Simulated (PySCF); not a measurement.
**Calculated properties of `COc1ccc(S)s1`**

Compound: C5H6OS2.
Bonds: C1–O2, O2–C3, C3–C4 (aromatic), C4–C5 (aromatic), C5–C6 (aromatic), C6–S7, C6–S8 (aromatic), C3–S8 (aromatic). Hydrogens: H9, H10, H11 on C1; H12 on C4; H13 on C5; H14 on S7.

Among its groups: aromatic ring with sulfur, ether and thiol.

From GFN2-xTB geometry:

```
Rotational constants A, B, C of the GFN2-xTB geometry : 3.915, 0.876, 0.719 GHz
```

**PBE0/def2-SVPD ground state and vertical TDDFT (core frozen in the response) (PySCF)**

```
Dipole moment                                                     : 1.97 D
HOMO energy                                                       : -5.66 eV
LUMO energy                                                       : -0.46 eV
HOMO–LUMO gap                                                     : 5.20 eV
Lowest singlet excitation                                         : 3.87 eV (320 nm, f = 0.000)
Strongest line among the 6 lowest singlet transitions             : S2 at 4.65 eV (266 nm, f = 0.198)
Lowest triplet excitation (Tamm–Dancoff)                          : 3.17 eV
Static isotropic polarisability                                   : 103.2 au
Electronic spatial extent ⟨r²⟩ about the centre of nuclear charge : 1507 bohr²
```

From PBE0/pcSseg-1 ground state and GIAO shieldings, non-relativistic (PySCF):

```
Lowest Hirshfeld atomic charge                              : -0.11 e on O2/C4
Highest Hirshfeld atomic charge                             : +0.08 e on S8
13C chemical shifts (computed TMS as zero) by class         : 169.7 (C3), 127.0 (C5), 122.3 (C6), 109.1 (C4), 60.2 (C1) ppm
1H chemical shifts (computed TMS as zero) by class          : 6.62 (H13), 6.20 (H12), 3.86 (H9/H10/H11), 3.67 (H14) ppm
Isotropic shieldings of nuclei other than C and H, by class : 231 (O2), 310 (S8), 540 (S7) ppm
Mayer bond orders between heavy atoms                       : C1–O2 0.90, O2–C3 1.01, C3–C4 1.58, C4–C5 1.26, C5–C6 1.54, C6–S7 1.03, C6–S8 1.09, S8–C3 1.08
```

Monoisotopic mass from the formula: 145.9860 u.

The 6 singlets span 3.87 to 5.66 eV, and their oscillator strengths add up to 0.22. The polarisability is 15.30 Å³ as a volume (1 au = 0.148185 Å³), or 1.36 au for each of the 76 electrons. The vertical singlet–triplet gap S1 − T1 is 0.70 eV (TDDFT singlet less Tamm–Dancoff triplet; S1: HOMO→LUMO, weight 0.97; T1: HOMO→LUMO+1, weight 0.92). The largest Löwdin shares of the LUMO are 0.31 on S8, 0.27 on S7, 0.15 on H14 and 0.09 on C6. No computed singlet falls in the visible range (750 to 380 nm, 1.65 to 3.26 eV); S1 lies 0.61 eV above its blue end. The dipole matches unit charges of opposite sign 0.41 Å apart (1 e·Å = 4.8032 D).

One conformer (not necessarily the lowest) at the GFN2-xTB geometry, without solvent or vibrations. NMR classes are plain means over equivalent atoms (diastereotopic ones count apart unless rotation or inversion swaps them), as if these changed places fast; in this geometry the members of some classes differ.

For the TDDFT job (PBE0/def2-SVPD), rough CPU time on one thread of a shared machine: about 90 s.

The values belong to the conformer `[CH3:1][O:2][c:3]1[cH:4][cH:5][c:6]([SH:7])[s:8]1`: C1–O2–C3–C4 179°, H–S7–C6–C5 178°.
